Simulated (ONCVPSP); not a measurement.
## Ranking ONCV potentials for tungsten

All share these settings but for the change named:

| Quantity | Value |
| --- | --- |
| Element | tungsten |
| Generator | ONCVPSP 4.0.1 |
| Type | optimised norm-conserving Vanderbilt (ONCV) |
| Functional | PBE |
| Relativity | scalar-relativistic |
| Frozen core | [Kr] 4d10 4f14 |
| Valence charge | 14 |
| Reference configuration | 5s2 5p6 5d4 6s2 |
| Partial waves | 5s+6s: rc 1.90 bohr, ncon 4, nbas 8, qcut 5.4 1/bohr, 3 projectors, debl 2.6 Ha; 5p: rc 1.40 bohr, ncon 4, nbas 8, qcut 7 1/bohr, 1 projector; 5d: rc 2.40 bohr, ncon 4, nbas 9, qcut 5.2 1/bohr, 2 projectors, debl 0.8 Ha |
| Local potential | polynomial inside 1.20 bohr (lpopt 5, dvloc0 0 Ha) |
| Core correction | Teter function, fcfact 4.75, rcfact 1.45 |

Test errors are all-electron minus pseudo excitation energies from the reference, over 5s2 5p6 5d4 6s1; 5s2 5p6 5d4 6s0; 5s2 5p6 5d3 6s0; 5s2 5p6 5d3 6s2 6p1. None of these files shows a bound ghost.

The base gives 69.1 meV.

Of 8 variants that were run, those that failed, showed a ghost or another fault, or gave nearly equal values are left out.

A variant can come out equal or close to the base, since the largest error may sit in a test that the change hardly touches while other tests move.

Question: Rank these variants by their largest absolute test error, smallest first.
A. local potential polynomial inside 0.95 bohr (lpopt 3, dvloc0 -1 Ha)
B. p: rc 2
C. core correction Teter function, fcfact 4.75, rcfact 0.9

Answer: C (73.2 meV), A (103.9 meV), B (170.6 meV).
